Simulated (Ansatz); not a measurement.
SbMe3 (C₃H₉Sb). The state is a singlet with charge 0. Geometry PBE0-D4/def2-SVP, basis def2-TZVP, Ansatz.

| run | HOMO (eV) | LUMO (eV) |
| --- | --- | --- |
| A | -7.71 | 1.06 |
| B | -6.31 | -0.03 |
| C | -5.67 | -0.41 |
| D | -7.35 | 0.90 |
| E | -5.69 | -0.20 |
| F | -5.42 | -0.43 |

In the def2 sets Sb takes a core potential; there is no spin–orbit coupling. B3LYP takes the VWN-RPA correlation.

**Question.** The runs used B3LYP, B97M-V, BHLYP, CAM-B3LYP, r2SCAN, revPBE. Estimate which is which.

**Answer.** A CAM-B3LYP (range-separated); B B3LYP (20 % exact exchange); C B97M-V (0 % exact exchange); D BHLYP (50 % exact exchange); E r2SCAN (0 % exact exchange); F revPBE (0 % exact exchange). Exact exchange lowers occupied and raises empty levels; among semilocal functionals meta-GGAs tend to open the gap a little, and such runs are hard to tell apart. The gap grows from 4.99 eV (revPBE) to 8.77 eV (CAM-B3LYP).
